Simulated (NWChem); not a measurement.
System: HSe$_{2}$Br; SMILES [SeH][Se]Br

```xyz
4

Se     0.9547    -0.0278     0.0109
Br    -0.4506     1.8612     0.0060
Se    -0.4657    -1.8279     0.0345
H     -0.6436    -1.9454    -1.4291
```
Atoms are numbered in this order, from 1.

Program: NWChem. The geometry was optimised at PBE0/def2-SVP. GIAO values for the isolated, static molecule; σ is the absolute isotropic shielding, δ = σ(reference) − σ with the isolated reference molecule computed at the same levels (1H: tetramethylsilane). Spin-orbit effects, on the heavy nuclei and on their neighbours, are missing.

**Question.** What does the run give for LDA (Slater exchange, VWN5)/pcSseg-1? Quantities: σ Se1 (ppm); σ Br2 (ppm); σ Se3 (ppm); δ H4 (ppm).

**Answer.** 
| Property | Value |
|---|---|
| σ Se1 (ppm) | 257.6 |
| σ Br2 (ppm) | 1856.7 |
| σ Se3 (ppm) | 1315.6 |
| δ H4 (ppm) | 5.42 |
